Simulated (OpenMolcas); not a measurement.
**Ni²⁺: from CASSCF to CASPT2**

* Program: OpenMolcas 26.06
* Basis: ANO-RCC-VQZP [7s6p4d3f2g1h]
* Scalar Hamiltonian: DKH2, point nucleus
* Active space: 8 electrons in 5 orbitals (3d)
* State averaging: 2S+1 = 3 even, 10 roots; 2S+1 = 1 even, 15 roots
* Spin-orbit coupling: RASSI with atomic mean-field integrals over the reference wave functions, term energies averaged over their components

Methods on the same reference wave functions:
A. CASSCF
B. SS-CASPT2, IPEA 0.25 Eh, imaginary shift 0.1 Eh (closed shells correlated: 3s 3p)

Energies in cm-1 above 3d8 3F4, the measured ground level; measured values from Corliss and Sugar, J. Phys. Chem. Ref. Data 10, 197 (1981).

```tsv
Level	A	B	Measured
3d8 3F4	0.0	0.0	0.0
3d8 3F3	1364	1367	1361
3d8 3F2	2302	2280	2270
3d8 1D2	17143	13260	14032
3d8 3P2	20768	16990	16662
3d8 3P1	21158	17390	16978
3d8 3P0	21431	17650	17231
3d8 1G4	26577	22860	23109
3d8 1S0	64015	52470	52532
```

Deviations, from unrounded energies. A percentage is the sum of absolute deviations over the sum of measured energies, with the sign that they share, or ± where signs differ.

```csv
Against measurement,Levels,A,B
mean absolute deviation (cm-1),8,3800,280
fine structure of the ground term (%),2,+1.0,+0.5
other terms of the ground configuration (%),6,+21.7,±1.6
```

B lies closest to measurement on these levels. The largest miss of B in the table is 3d8 1D2, by -770 cm-1. The ranking rests on the paired levels alone, and a cruder setting can come out closer through cancelling errors.

From A to B the spin-free energies of the other terms of 3d8 shown, above 3F, scale by factors of 0.76 to 0.85, as is usual when dynamic correlation screens the repulsion within a d or f shell.

The lowest spin-free term lies below A's lowest term by 0.730 hartree in B.

CASPT2 does not keep the components of a term degenerate, so their means are used; among the terms shown or strongly mixed into the levels shown the widest spread is 930 cm-1 (3d8 3F, B). Some levels mix across a computed gap that differs much from the measured one, so their mixing is not that of the real levels. Without dynamic correlation excited terms often stand tens of per cent too high (terms of higher spin than the ground term too low), and those without a measured partner can miss by more than the paired ones (holds for A). Computed and measured levels are paired by configuration, term and J; levels that our copy of the source lacks, or whose pairing is in doubt (as where it misses far off the trend of its configuration), stay unpaired and out of the deviations. Only configurations of the active space appear.
